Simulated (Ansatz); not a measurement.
H6SSi3, SMILES `S[SiH]1[SiH2][SiH2]1`. Charge 0, multiplicity 1. All single points use the PBE0-D4/def2-TZVP geometry. It is one conformer, not always the lowest.

```xyz
10

S     0.397   -2.541   -0.178
Si    0.527   -0.509   -0.818
Si   -1.462    0.586   -0.325
Si    0.452    1.010    0.941
H     1.626   -2.603    0.363
H     1.294   -0.273   -2.068
H    -1.894    1.695   -1.212
H    -2.594   -0.204    0.216
H     0.597    0.487    2.321
H     1.058    2.353    0.759
```

Question: What is the dipole moment at B3LYP/def2-TZVPP? (Estimate.)

Answer: Ansatz gave: 0.90 D, with components (0.67, 0.57, 0.20) D in this frame, pointing from negative to positive charge.

Question: And with PBE, r2SCAN, ωB97M-V? (Estimate.)

Answer: The calculation gave: PBE 0.84 D, r2SCAN 0.90 D, ωB97M-V 0.90 D.

Question: Give the Mulliken charges with B3LYP, PBE, r2SCAN in def2-TZVPP. (An estimate is asked.)

Answer: Ansatz gave: 
```
atom  B3LYP    PBE  r2SCAN
  S1  -0.25  -0.23   -0.25
 Si2   0.17   0.14    0.19
 Si3   0.10   0.07    0.12
 Si4   0.09   0.07    0.11
  H5   0.11   0.12    0.11
  H6  -0.05  -0.04   -0.07
  H7  -0.05  -0.03   -0.05
  H8  -0.04  -0.03   -0.05
  H9  -0.04  -0.03   -0.05
 H10  -0.05  -0.04   -0.06
```

B3LYP here is the variant with VWN-RPA as its local correlation; programs differ in this.
